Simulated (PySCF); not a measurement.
CH5N2, SMILES C(=[NH2+])N, charge +1. Coordinates come from a PBE-D3(BJ)/def2-TZVP optimisation. The values are those of a single conformer.

All values below come from PBE-D3(BJ)/def2-TZVP (PySCF).

Harmonic wavenumbers (cm⁻¹): 504, 523, 582, 600, 700, 1006, 1032, 1098, 1348, 1372, 1568, 1639, 1733, 3134, 3461, 3475, 3577, 3577. Rotational constants (GHz): 59.27, 10.16, 8.674; symmetry number 2.

Work out the zero-point energy and the ideal-gas rigid-rotor harmonic-oscillator thermochemistry at 298.15 K and 1 atm.

ZPE = ½ Σ hcν = ½ × 30931 cm⁻¹ = 185.01 kJ/mol. H − E(el) = 197.52 kJ/mol. Entropy in J/(mol K): translation 156.24, rotation 84.81, vibration 11.66, total 252.70. G − E(el) = 122.18 kJ/mol. Cp = 61.48 J/(mol K).
